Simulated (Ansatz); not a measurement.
Pd3Au2⁺. Total charge 1; doublet. Geometry r2SCAN-D4/def2-SVP, basis def2-TZVP, Ansatz.

```
atom   x (Å)   y (Å)   z (Å)
 Pd1  -1.263   0.919  -0.259
 Pd2   0.784  -0.418  -1.311
 Pd3   1.164   1.690   0.116
 Au4   0.509  -0.422   1.530
 Au5  -1.194  -1.768  -0.076
```

```
run  HOMO (eV)  LUMO (eV)
  A      -9.57      -8.88
  B     -10.51      -8.07
  C      -9.96      -8.45
  D      -9.59      -9.16
  E      -9.51      -9.07
```

In the def2 sets Au, Pd take a core potential; there is no spin–orbit coupling. No other spin state of charge 1 was run. The structure comes from a short search, and lower isomers may exist.

HOMO and LUMO are taken over both spins.

Task: The runs used BLYP, PBE, PBE0, r2SCAN, r2SCANh. Estimate which is which.

Result: A r2SCAN (0 % exact exchange); B PBE0 (25 % exact exchange); C r2SCANh (10 % exact exchange); D PBE (0 % exact exchange); E BLYP (0 % exact exchange). Exact exchange lowers occupied and raises empty levels; among semilocal functionals meta-GGAs tend to open the gap a little, and such runs are hard to tell apart. The gap grows from 0.43 eV (PBE) to 2.44 eV (PBE0). At PBE0-D4/def2-TZVP the charge 1 doublet is spin-contaminated (final ⟨S²⟩ up to 0.83, 0.75 for a pure state).
